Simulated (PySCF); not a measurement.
C2H9NSi: core ionisation energies

SiH3(NHEt), C2H9NSi.
Bonds: Si1–N5, N5–C6, C6–C7. Hydrogens: H2, H3, H4 on Si1; H8 on N5; H9, H10 on C6; H11, H12, H13 on C7.

The calculation used delta-SCF UKS SCAN, pcX-2 on the ionised atom, pcseg-1 elsewhere, spin-free X2C in PySCF. These are vertical core ionisation energies against the vacuum level, from separate self-consistent calculations with and without the core hole.

Task: List the computed XPS lines with their assignment.

Result: 
| atom(s) | bonded to | level | binding energy (eV) | 2p1/2 (eV) | above the level's lowest (eV) | count |
| --- | --- | --- | --- | --- | --- | --- |
| Si1 | N and 3 H | Si 2p3/2 | 106.83 | 107.45 | 0.00 | 1 |
| Si1 | N and 3 H | Si 1s | 1846.69 | – | 0.00 | 1 |
| N5 | C, H and Si | N 1s | 404.36 | – | 0.00 | 1 |
| C6 | N, C and 2 H | C 1s | 291.60 | – | +1.00 | 1 |
| C7 | C and 3 H | C 1s | 290.60 | – | 0.00 | 1 |

The listed C 1s values span 1.00 eV, from C7 (bonded to C and 3 H) to C6 (bonded to N, C and 2 H).

Task: What is the longest wavelength that can ionise N 1s of N5 vertically?

Result: λ = hc/E = 12398.42 eV Å / 404.36 eV = 30.662 Å.

For 2p shells one spin-free hole was relaxed; a mean-field spin–orbit operator and the ground-state splitting of the three 2p orbitals were then diagonalised within the shell. The shell's mean is (2 × 2p3/2 + 2p1/2)/3, and the degeneracies 2j + 1 give areas of 2:1. 2p1/2 minus 2p3/2 (ligand field included): Si 0.62 eV. One conformer (not necessarily the lowest) at the PBE0-D3(BJ)/def2-SVP geometry, without solvent, vibrations or thermal averaging.
